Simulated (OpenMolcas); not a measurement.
## Br5+: from CASSCF to CASPT2

- Program: OpenMolcas 26.06
- Basis: ANO-R2 [6s5p4d2f1g]
- Scalar Hamiltonian: X2C, finite nucleus
- Active space: 2 electrons in 8 orbitals (4s 4p 5s 5p)
- State averaging: 2S+1 = 3 even, 3 roots; 2S+1 = 1 even, 7 roots; 2S+1 = 3 odd, 3 roots; 2S+1 = 1 odd, 3 roots
- Spin-orbit coupling: RASSI with atomic mean-field integrals over the reference wave functions, term energies averaged over their components

Methods on the same reference wave functions:
A. CASSCF
B. SS-CASPT2, IPEA 0.25 Eh, imaginary shift 0.1 Eh (closed shells correlated: 3d)
C. MS-CASPT2, IPEA 0.25 Eh, imaginary shift 0.1 Eh (closed shells correlated: 3d)
D. XMS-CASPT2, IPEA 0.25 Eh, imaginary shift 0.1 Eh (closed shells correlated: 3d)

Energies in cm⁻¹ above 4s² ¹S₀, the measured ground level; measured values from Moore, Atomic Energy Levels, vol. II, NSRDS-NBS 35 (1971 reprint of NBS Circular 467, 1952).

```
         Level       A       B       C       D  Measured
       4s² ¹S₀     0.0     0.0     0.0     0.0       0.0
    4s 4p ³P°₀  101073  102280  102440  102520    104316
    4s 4p ³P°₁  103069  104240  104400  104480    106431
    4s 4p ³P°₂  107488  108700  108850  108940    111336
    4s 4p ¹P°₁  160961  150020  150170  149630    151274
       4p² ³P₀  241973  241620  241770  241820    244136
       4p² ³P₁  244708  244510  244660  244710    247406
4p² ³P₂ [53 %]  248246  245910  246060  250040          
4p² ¹D₂ [53 %]  262520  251830  251990  241300          
       4p² ¹S₀  292918  283110  283430  283760
```

Deviations, from unrounded energies. A percentage is the sum of absolute deviations over the sum of measured energies, with the sign that they share, or ± where signs differ.

| Against measurement | Levels | A | B | C | D |
| --- | --- | --- | --- | --- | --- |
| mean absolute deviation (cm-1) | 6 | 4200 | 2300 | 2100 | 2100 |
| other configurations (%) | 6 | ±2.6 | -1.4 | -1.3 | -1.3 |

C, D lie about equally close to measurement and A furthest from it. The largest miss of C in the table is 4p² ³P₁, by -2700 cm-1. The ranking rests on the paired levels alone, and a cruder setting can come out closer through cancelling errors.

Among B to D the level of the table that moves most is 4p² ¹D₂ [53 %], by 11000 cm-1 (lowest in D, highest in C). Moves below CASPT2's spread within the term are not significant.

The mean deviations of B to D differ by less than CASPT2's widest spread within a term (290 cm-1), so their order carries little weight.

The lowest spin-free term lies below A's lowest term by 0.397 hartree in B, 0.398 hartree in C, 0.399 hartree in D.

CASPT2 does not keep the components of a term degenerate, so their means are used; among the terms shown or strongly mixed into the levels shown the widest spread is 290 cm-1 (4p² ¹D, D). Over all roots computed the reference weight is 0.91 to 0.98 in B, 0.91 to 0.98 in C, 0.83 to 0.98 in D; the roots of lowest weight are the least certain, and an intruder state may touch them. Active for correlation alone: 5p 5s; no level in the range computed is led by a configuration that fills them, so any true level of that kind is missing. The ¹D term of p² mixes with s d, which this space lacks. Computed and measured levels are paired by configuration, term and J; levels that our copy of the source lacks, or whose pairing is in doubt (as where it misses far off the trend of its configuration), stay unpaired and out of the deviations. Only configurations of the active space appear.

A share in square brackets marks a mixed level and gives the weight of the term that names it, the lowest over the columns. ° marks odd parity.
